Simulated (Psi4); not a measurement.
The Psi4 input:
```
memory 2 GB

molecule {
0 1
  B     0.00001088    0.00026539    0.00036792
  C     1.52623309   -0.14823315   -0.37068251
  H     1.83762844   -1.19171630   -0.34087316
  H     2.14173593    0.36217756    0.37015562
  H     1.79190592    0.25078287   -1.34670484
  C    -0.55014221   -0.62227830    1.34159877
  H    -1.31137926   -1.37129600    1.12412977
  H    -1.04868172    0.13436281    1.94635953
  H     0.20789011   -1.09570452    1.96090406
  C    -0.97606596    0.77066511   -0.97070561
  H    -1.99790782    0.85271732   -0.60827282
  H    -1.00999230    0.27798673   -1.94219118
  H    -0.61140315    1.77844063   -1.16661060
}

set basis sto-3g
set freeze_core true
set mp2_type conv
set scf_type pk
set puream true
set d_convergence 1e-8

energy('ccsd(t)')
print_variables()
```

**Question.** What is the computed total energy (CCSD(T)/STO-3G (Psi4 1.11))?

**Answer.** -142.1101 Eh

**Question.** What coupled-cluster correlation energy (without the perturbative part) does CCSD(T)/STO-3G give?

**Answer.** -0.2489 Eh

**Question.** What is the computed MP2 correlation energy (CCSD(T)/STO-3G)?

**Answer.** -0.1860 Eh

**Question.** What is the computed nuclear repulsion energy (CCSD(T)/STO-3G)?

**Answer.** 112.5430 Eh
